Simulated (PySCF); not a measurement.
Excitations are Tamm–Dancoff values on a coarser integration grid. The basis has no diffuse functions, so Rydberg states are missing or too high.

Cartesian coordinates (Å):
SMILES: O=C(O)[SiH2]O
```xyz
9

O      1.1368    -0.0200     1.3188
C      0.8608    -0.1198     0.1477
O      1.7766    -0.3858    -0.7903
Si    -0.9542     0.1042    -0.4426
O     -1.7692     0.4173     0.9398
H      2.6365    -0.4722    -0.3463
H     -1.0292     1.2334    -1.3998
H     -1.4214    -1.1432    -1.0930
H     -1.2041     0.4227     1.7201
```
Charge 0, spin multiplicity 1.

### Question
Estimate the S1 excitation (TDA), dipole moment and total energy that PBE0-D4/def2-TZVP (PySCF 2.14.0) returns for this input.

### Answer

The S1 excitation (TDA) is 5.24 eV, the dipole moment is 1.61 D and the total energy comes out as -555.4544 Ha.
